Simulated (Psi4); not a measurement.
Two rigid molecules brought together: C2H6O ··· CHN (SMILES COC and C#N). Monomers: optimised at B3LYP-D3(BJ) (def2-TZVP), held rigid. Orientation: a random orientation, not optimised. Only R, the distance of the centres of mass, is varied, so the lowest point isn't the relaxed dimer.

Geometry at R = 4.39 Å (first 9 atoms: monomer A):
```
12

C      1.1521    -0.0275    -0.2170
O      0.1679     0.4805     0.6544
C     -1.1334     0.0809     0.2898
H      2.1180     0.3291     0.1374
H      1.1556    -1.1258    -0.2223
H      0.9967     0.3228    -1.2463
H     -1.3959     0.4366    -0.7156
H     -1.2378    -1.0123     0.3080
H     -1.8232     0.5156     1.0116
C     -1.9740     0.1560    -3.4673
N     -3.0845     0.1345    -3.1842
H     -0.9405     0.1760    -3.7308
```

- PBE/def2-TZVP, counterpoise-corrected (Psi4)
- PBE-D3(BJ)/def2-TZVP, counterpoise-corrected (Psi4)
- SAPT0/jun-cc-pVDZ, frozen core (Psi4)

Interaction energies in kcal/mol; the last columns give the difference from SAPT0:

| R / Å | PBE/def2-TZVP | PBE-D3(BJ)/def2-TZVP | SAPT0/jun-cc-pVDZ | PBE/def2-TZVP − SAPT0/jun-cc-pVDZ | PBE-D3(BJ)/def2-TZVP − SAPT0/jun-cc-pVDZ |
|---|---|---|---|---|---|
| 3.77 | 3.19 | 1.94 | 3.16 | 0.03 | -1.22 |
| 3.95 | 1.60 | 0.52 | 1.57 | 0.03 | -1.05 |
| 4.23 | 0.42 | -0.43 | 0.41 | 0.01 | -0.84 |
| 4.39 | 0.12 | -0.61 | 0.13 | -0.01 | -0.74 |
| 4.56 | -0.04 | -0.65 | -0.01 | -0.03 | -0.64 |
| 4.80 | -0.12 | -0.60 | -0.08 | -0.04 | -0.52 |
| 5.11 | -0.12 | -0.46 | -0.07 | -0.05 | -0.39 |
| 5.35 | -0.09 | -0.35 | -0.04 | -0.05 | -0.31 |
| 5.86 | -0.02 | -0.17 | 0.01 | -0.03 | -0.18 |
| 6.60 | 0.03 | -0.04 | 0.05 | -0.02 | -0.09 |
| 7.56 | 0.04 | 0.01 | 0.05 | -0.02 | -0.04 |
| 8.87 | 0.03 | 0.02 | 0.04 | -0.02 | -0.03 |

PBE/def2-TZVP is furthest from SAPT0/jun-cc-pVDZ at 5.11 (-0.05 kcal/mol, below); its mean absolute difference over the points is 0.03 kcal/mol.

PBE-D3(BJ)/def2-TZVP is furthest from SAPT0/jun-cc-pVDZ at 3.77 (-1.22 kcal/mol, below); its mean absolute difference over the points is 0.50 kcal/mol.
